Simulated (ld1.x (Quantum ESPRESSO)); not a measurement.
An all-electron radial function and its pseudo partner (nitrogen)

Columns: radius, all-electron u(r) and pseudo u(r) of the 2s shell (level -32.46 eV) of nitrogen in the configuration [He] 2s2 2p2; PBE, scalar-relativistic, PAW scheme, ld1.x (Quantum ESPRESSO) 7.5.

| r (bohr) | all-electron | pseudo |
| --- | --- | --- |
| 0.105 | 0.4066 | -0.0824 |
| 0.210 | 0.2859 | -0.1782 |
| 0.315 | 0.0079 | -0.2951 |
| 0.420 | -0.2793 | -0.4319 |
| 0.525 | -0.5208 | -0.5777 |
| 0.630 | -0.7026 | -0.7153 |
| 0.735 | -0.8255 | -0.8261 |
| 0.840 | -0.8968 | -0.8968 |
| 0.945 | -0.9264 | -0.9264 |
| 1.050 | -0.9243 | -0.9243 |
| 1.155 | -0.8991 | -0.8991 |
| 1.260 | -0.8580 | -0.8580 |
| 1.365 | -0.8067 | -0.8067 |
| 1.470 | -0.7495 | -0.7495 |
| 1.575 | -0.6897 | -0.6897 |
| 1.680 | -0.6298 | -0.6298 |
| 1.785 | -0.5713 | -0.5713 |
| 1.890 | -0.5155 | -0.5155 |
| 1.995 | -0.4629 | -0.4629 |
| 2.100 | -0.4141 | -0.4141 |
| 2.205 | -0.3692 | -0.3692 |
| 2.310 | -0.3282 | -0.3282 |
| 2.415 | -0.2910 | -0.2910 |
| 2.520 | -0.2575 | -0.2575 |
| 2.625 | -0.2273 | -0.2273 |
| 2.730 | -0.2003 | -0.2003 |

(1) How many radial nodes do the two functions have?

(2) At about which radius was the pseudo-wave matched?

(3) Where does each function peak?

(4) Is the pseudo-wave norm-conserving?

Answers

(1) The all-electron 2s function has n − l − 1 = 1; the pseudo-wave has 0, since the states of the same l below it are removed with the core.

(2) 0.80 bohr, where the columns begin to agree (steps of 0.10 bohr).

(3) Outermost all-electron maximum near 0.94 bohr, pseudo maximum near 0.94 bohr (to the table’s step).

(4) No, it belongs to a PAW set: the norm inside the radius is not constrained, and the difference is carried by the augmentation charge.
